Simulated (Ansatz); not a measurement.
C2H3O (SMILES C[C-]=O), charge -1, singlet, at a GFN2-xTB geometry (a gas-phase anion, which may not be bound at this level). Base run: MP2/def2-TZVP in Ansatz (an electronic-structure program).

Input for Ansatz:
Ansatz 0.2 input:
```yaml
crystal:
  periodic: [false, false, false]
  atoms:
    - {symbol: O, position_ang: [1.20222232, 0.35798886, 0.02041500]}
    - {symbol: C, position_ang: [-0.02392463, 0.67055660, -0.01272229]}
    - {symbol: C, position_ang: [-0.96955705, -0.66523219, -0.00962122]}
    - {symbol: H, position_ang: [-0.42231874, -1.62047315, 0.01999328]}
    - {symbol: H, position_ang: [-1.63707983, -0.62162665, 0.85936536]}
    - {symbol: H, position_ang: [-1.59748991, -0.65375760, -0.90861757]}
basis:
  gaussian:
    orbitals: def2-TZVP
total_charge: -1
magnetization: {spin_polarized: false}
correlation: {method: mp2}
```

Each row names what was changed in the base input (with any setting that the change needs).

| change | basis functions | E (Eh) | MP2 correlation (Eh) |
|---|---|---|---|
| base | 111 | -152.88304 | -0.56648 |
| basis = STO-3G | 18 | -150.27738 | -0.15250 |
| basis = 6-31G* | 51 | -152.66800 | -0.43340 |
| basis = cc-pVDZ | 57 | -152.71270 | -0.45955 |
| basis = pc-1 | 57 | -152.67264 | -0.46075 |
| basis = 6-31G** | 60 | -152.69332 | -0.45385 |
| basis = 6-31+G* | 63 | -152.71962 | -0.45225 |
| basis = aug-pcseg-1 | 96 | -152.72239 | -0.48956 |
| basis = 6-311+G(2d,p) | 99 | -152.83861 | -0.53016 |
| basis = pc-2 | 132 | -152.88244 | -0.56699 |
| basis = cc-pVTZ | 132 | -152.88304 | -0.57583 |
| basis = def2-TZVPP | 135 | -152.89267 | -0.57503 |
| basis = def2-QZVP | 261 | -152.94554 | -0.61794 |

Totals compare only among sets that treat the same electrons; sets with core potentials leave the core out.

A gas-phase anion may not be bound at this level; its values then depend on the basis.
